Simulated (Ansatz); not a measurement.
A nudged elastic band was laid between two geometries of C$_{2}$H$_{11}$NOSi$_{2}$ (17 atoms, charge 0, multiplicity 1).

These are results of RKS PBE0/6-31G (Ansatz 0.2.0), not measurements.

- movable images: 7
- climbing image: from the first iteration
- spring: 5.0 eV/Å²
- optimiser: lbfgs
- start path: IDPP
- force threshold: 0.05 eV/Å
- iteration limit: 54
- end points: relaxed

Image 0:

```xyz
17
Properties=species:S:1:pos:R:3
C 0.696 -0.620 2.307
O 0.955 -0.873 0.910
Si 0.467 0.203 -0.364
Si 1.446 -0.691 -2.304
C -1.443 0.360 -0.490
N -1.930 1.130 0.648
H -0.377 -0.520 2.502
H 1.096 -1.470 2.863
H 1.200 0.296 2.644
H 0.983 1.602 -0.067
H 0.883 -2.053 -2.603
H 1.143 0.201 -3.481
H 2.938 -0.799 -2.168
H -1.725 0.756 -1.485
H -1.849 -0.657 -0.431
H -1.584 2.077 0.715
H -2.918 1.058 0.845
```

Image 8:

```xyz
17
Properties=species:S:1:pos:R:3
C 0.675 -0.086 2.588
O 0.821 -0.531 1.228
Si 0.543 0.504 -0.150
Si 1.360 -0.708 -1.985
C -1.331 0.838 -0.396
N -1.972 -0.385 -0.854
H -0.375 0.121 2.837
H 1.035 -0.889 3.234
H 1.266 0.819 2.783
H 1.244 1.827 0.105
H 0.880 -2.128 -1.945
H 0.886 -0.062 -3.259
H 2.867 -0.710 -1.999
H -1.767 1.288 0.516
H -1.403 1.600 -1.184
H -1.831 -1.203 -0.279
H -2.916 -0.298 -1.201
```

(1) What changes between the two ends?

(2) Give the energies along the band, and the barrier.

(3) What is the geometry of the highest image?

The band took 38 iterations and about 13 core-minutes.

Answers

(1) No bond is made or broken. The dihedral Si4–Si3–C5–N6 goes from -170 to 45°.

(2) It converged. The highest image is number 4 of 0 to 8, 5.5 kcal/mol above the first end and 5.8 kcal/mol above the last; the last end lies 0.3 kcal/mol below the first. The order of the stationary point at the top wasn't checked. Limits of this set-up: no polarisation functions.

| image | path coordinate (Å) | energy (kcal/mol) | dihedral Si4–Si3–C5–N6 (°) |
| --- | --- | --- | --- |
| 0 | 0.00 | 0.0 | -170 |
| 1 | 0.92 | 0.7 | 172 |
| 2 | 1.83 | 2.5 | 155 |
| 3 | 2.75 | 4.5 | 136 |
| 4 | 3.66 | 5.5 | 118 |
| 5 | 4.56 | 4.5 | 100 |
| 6 | 5.47 | 2.1 | 81 |
| 7 | 6.37 | 0.3 | 63 |
| 8 | 7.28 | -0.3 | 45 |

(3) 
```xyz
17
Properties=species:S:1:pos:R:3:forces:R:3
C 1.014 0.101 2.357 -0.01 0.00 0.00
O 0.885 -0.522 1.071 -0.01 0.00 0.00
Si 0.464 0.296 -0.405 0.01 0.00 -0.01
Si 1.285 -1.154 -2.065 0.00 0.00 0.00
C -1.432 0.671 -0.667 -0.02 0.00 0.00
N -2.277 0.230 0.422 0.01 0.00 0.01
H 0.037 0.388 2.767 -0.01 0.00 0.00
H 1.470 -0.632 3.026 -0.01 0.01 0.00
H 1.659 0.990 2.317 -0.02 0.01 0.00
H 1.210 1.622 -0.414 0.00 -0.01 0.00
H 0.653 -2.511 -1.925 0.00 0.00 0.00
H 0.919 -0.618 -3.427 0.01 0.00 -0.01
H 2.779 -1.300 -2.004 0.00 0.00 0.00
H -1.535 1.742 -0.922 0.00 0.00 0.00
H -1.726 0.119 -1.567 0.00 0.00 0.00
H -2.250 0.742 1.287 0.04 -0.02 0.00
H -3.174 -0.162 0.189 0.02 0.02 0.02
```

The run took 13 min on 1 thread of AMD EPYC 9R45 96-Core Processor (Zen 5), with other jobs on the host, peak memory 0.27 GiB.
